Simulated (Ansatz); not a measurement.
Calculated with Ansatz (gas phase, PBE0-D4/def2-TZVP geometries, no zero-point term in ΔE). CCSD(T)/CBS is the MP2 limit (def2-TZVPP, def2-QZVPP) plus CCSD(T) − MP2 in def2-TZVPP, frozen cores. This one scheme is used for every species. Functionals use def2-TZVPP. B3LYP here is the variant with VWN-RPA as its local correlation; programs differ in this. Elements past krypton have def2 core potentials. For Br, Sn outer-core shells are correlated without core-valence functions, which leaves a few kJ/mol of doubt a bond. Scalar relativity is left out up to krypton.

Reaction (ligand exchange at the Sn–Br bond): `[Br][SnH3]` + `N[SiH3]` → `[SiH3][NH][SnH3]` + HBr

| level | ΔE (eV) |
| --- | --- |
| revPBE-D4 | 1.03 |
| B97M-V | 1.06 |
| BHLYP-D4 | 1.12 |
| r2SCAN | 1.11 |
| B3LYP | 1.14 |
| r2SCANh | 1.13 |
| HF/def2-TZVPP | 1.23 |
| SCS-MP2/def2-TZVPP | 0.98 |

**Question.** What does CCSD(T)/CBS give? (Best estimate.)

**Answer.** Ansatz gave: +1.03 eV. The listed levels differ from it by 0.00, 0.03, 0.09, 0.08, 0.11, 0.10, 0.20, -0.05 eV.

Largest T1 diagnostic among the species: 0.012.

The D4 term adds −0.07 eV with B3LYP and −0.04 eV with PBE0; it sums over pairs of atoms, weighted by their polarisabilities, and B3LYP, whose exchange is more repulsive, gets the larger term. From BLYP to BHLYP (50 % exact exchange), in def2-TZVPP and without D4, ΔE moves by +0.05 eV.
